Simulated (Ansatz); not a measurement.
[InMeH3]- (CH₆In⁻). Total charge -1; triplet. Geometry PBE-D4/def2-TZVPD, that of the charge -1 singlet; atoms count from 1.

Cartesian coordinates in Å:
```
In -0.987 -0.307 0.187
C 1.124 0.350 -0.213
H 1.301 0.463 -1.295
H 1.845 -0.388 0.177
H 1.330 1.320 0.271
H -1.208 -0.525 1.960
H -1.287 -1.865 -0.664
H -2.119 0.952 -0.422
```

In the def2 sets In takes a core potential; there is no spin–orbit coupling. The highest occupied level of the charge -1 triplet lies above zero (up to 1.48 eV). By energy differences it is unbound by 0.48 eV (vertical, against the charge 0 doublet, at PBE0-D4/def2-TZVPD) and held by the finite basis. At PBE0-D4/def2-TZVPD a singlet of charge -1 lies 4.44 eV below the triplet at the same geometry.

**Question.** Estimate the Mulliken populations from the PBE0/def2-TZVPD orbitals of Ansatz.

**Answer.** 
| atom | charge (e) | spin (α − β) |
| --- | --- | --- |
| In1 | -1.66 | 2.10 |
| C2 | 0.80 | -0.66 |
| H3 | 0.11 | 0.15 |
| H4 | 0.11 | 0.15 |
| H5 | 0.11 | 0.15 |
| H6 | -0.16 | 0.04 |
| H7 | -0.16 | 0.04 |
| H8 | -0.16 | 0.04 |
Mulliken values depend strongly on the basis. With diffuse functions, as here, like atoms can get unlike values, and bond orders can come out too low or too high.

**Question.** Where does the spin sit?

**Answer.** Summed by element: In 2.10, C -0.66, H 0.56, of 2 unpaired in all. Largest on single atoms: In1 2.10, C2 -0.66, H4 0.15.
